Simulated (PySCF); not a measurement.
## AsH₅, singlet: structure and spectrum

Method: PBE0/[As def2-TZVP, H def2-TZVP], no relativity, density fitting, PySCF.

The structure is a minimum.

```xyz
6
charge 0 multiplicity 1, angstrom
As    0.0000    0.0000    0.0000
H     0.0000    0.0000    1.6035
H     0.0000    0.0000   -1.6035
H     1.5293    0.0000    0.0000
H    -0.7647    1.3244    0.0000
H    -0.7646   -1.3244    0.0000
```

| Quantity | Value |
| --- | --- |
| Point group | D3h |
| Bond lengths | As–H 1.529 Å (×3), As–H 1.604 Å (×2) |
| Bond angles | H–As–H 90.0° (×6), H–As–H 120.0° (×3), H–As–H 180.0° |
| Heat capacity Cp at 298.15 K | 49.9 J/(mol K) |
| Enthalpy at 298.15 K above 0 K | 11.47 kJ/mol |
| Principal polarisabilities | 33.4, 33.4, 46.4 bohr³ |
| Zero-point energy | 98.8 kJ/mol |
| Principal quadrupole moments (Buckingham, traceless) about the centre of mass | -5.15, 2.58, 2.58 D Å |
| Rotational symmetry number | 6 |
| Rotational constants | 2.384, 1.934, 1.934 cm⁻¹ |
| Atomisation energy without zero-point energy | 1119 kJ/mol |
| Lowest empty level | -0.33 eV |
| Dipole moment | 0.00 D |
| Highest occupied level | -6.01 eV |
| Entropy at 298.15 K and 1 bar | 230.3 J/(mol K) |

Harmonic modes (masses in u: As 74.922, H 1.008):
| symmetry | ω (cm⁻¹) | IR (km/mol, summed over degenerate members) | μ (u) | type |
| --- | --- | --- | --- | --- |
| e' | 487 | 24.3 | 1.01 | bend |
| a2'' | 1030 | 283 | 1.06 | bend |
| e' | 1044 | 344 | 1.05 | bend |
| e'' | 1284 | 0.0 | 1.01 | bend |
| a1' | 1700 | 0.0 | 1.01 | stretch |
| a2'' | 1758 | 896 | 1.03 | stretch |
| e' | 2130 | 231 | 1.03 | stretch |
| a1' | 2146 | 0.0 | 1.01 | stretch |

In D3h the vibrations span 3e' + 2a2'' + e'' + 2a1'. The a1', e'' modes carry no infrared intensity, as symmetry demands.

Charges (e):
```
  atom  Mulliken  Löwdin  polar tensor  Mayer order to As1
   As1     -0.04    0.24          1.39                   –
  H2,3     -0.06   -0.09         -0.42                0.81
H4,5,6      0.06   -0.02         -0.18                0.88
```

Mulliken populations on As1: s 7.53, p 15.09, d 10.40, f 0.02.

Outer orbital energies (eV). occupied: -18.86, -11.54, -11.54, -11.08, -6.01; empty: -0.33, 0.87, 0.87, 3.07.

Counting electrons, arsenic keeps none of its valence electrons outside its bonds, so the VSEPR class is AX5 and the expected shape is trigonal bipyramidal (D3h), as computed.

The final relaxation and frequency run took 29 s on 2 threads of a shared Arm Neoverse N1 host, with 78 basis functions and 10 gradients; the process peaked at 1.2 GiB. Launch command: `OMP_NUM_THREADS=2 python axn.py task.json out`.
